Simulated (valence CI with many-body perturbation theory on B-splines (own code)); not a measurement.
Questions on Hg47+

Calculated by relativistic CI+MBPT: five valence electrons over a frozen Dirac-Fock core [Ar] 3d10, radial functions for each j: 9 s, 9 p, 8 d, 6 f, 3 g, 1 h, with the one-electron correlation potential Σ1, the two-electron term Σ2, the three-electron term Σ3, Breit, model QED; selected CI, second order for the rest (own B-spline code, finite nucleus).

The last digits are not significant, and no measured levels were compared; by estimate large intervals hold to a few tenths of a per cent, small ones and those within an open d or f shell to about a per cent. Among the levels kept, up to 370 cm⁻¹ of a level comes from second order outside the variational space, and about a tenth of that is noise between levels of different J, which matters for small intervals.

Levels are named by their leading jj configuration (3d3/2^4 stands for four electrons in 3d with j = 3/2), which in mixed levels can hold well under half, so a name can repeat and another be missing.

Rates and lifetimes use the calculated energies. Strong lines usually hold to 10 to 20 %, long lifetimes can be off by a factor of two.

**Question.** What is the ground level?

**Answer.** (4s^2 4p1/2^2 4p3/2) J=3/2, composition 47 % 4s2 4p3 2P° + 27 % 4s2 4p3 2D° + 25 % 4s2 4p3 4S°, g = 1.353.

**Question.** Among levels below 3986.7 × 10³ cm⁻¹, which E1 lines absorb most strongly from the ground level?

**Answer.** to (4s^2 4p1/2 4p3/2 4d3/2) J=5/2 at 3.698 nm, f = 0.763; to (4s^2 4p1/2 4p3/2 4d3/2) J=3/2 at 3.679 nm, f = 0.657; to (4s 4p1/2^2 4p3/2^2) J=3/2 at 4.575 nm, f = 0.276.

**Question.** What are the static dipole polarisabilities of the lowest levels?

**Answer.** (4s^2 4p1/2^2 4p3/2) J=3/2 0.0227 (tensor 0.0014) bohr³, of which the core gives 0.00141.

**Question.** What is the ionisation energy?

**Answer.** 2540.5 eV; NIST lists 2539 ± 4 eV (theoretical).

**Question.** Name the longest-lived excited levels whose lifetime is computed, and their main decay.

**Answer.** (4s^2 4p1/2 4p3/2 4d5/2) J=9/2 at 2824.1 × 10³ cm⁻¹ lives 1.35 μs, mostly by E2 to (4s^2 4p1/2^2 4d5/2) J=5/2; (4s^2 4p1/2 4p3/2^2) J=5/2 at 1162.4 × 10³ cm⁻¹ lives 175 ns, mostly by M1 to (4s^2 4p1/2^2 4p3/2) J=3/2; (4s^2 4p1/2 4p3/2^2) J=1/2 at 1224.6 × 10³ cm⁻¹ lives 60.7 ns, mostly by M1 to (4s^2 4p1/2^2 4p3/2) J=3/2.

**Question.** How well does LS coupling describe the low levels?

**Answer.** Among the lowest 20 levels the leading LS term, summed over configurations, holds 54 % on average. For single configurations the figures are 53 % in LS and 96 % in jj coupling. Terms mix most in the J = 5/2 level at 1718.4 × 10³ cm⁻¹, where the leading one holds 32 %.

**Question.** Where does the other parity begin?

**Answer.** At (4s^2 4p1/2^2 4d3/2) J=3/2, 1416.3 × 10³ cm⁻¹.
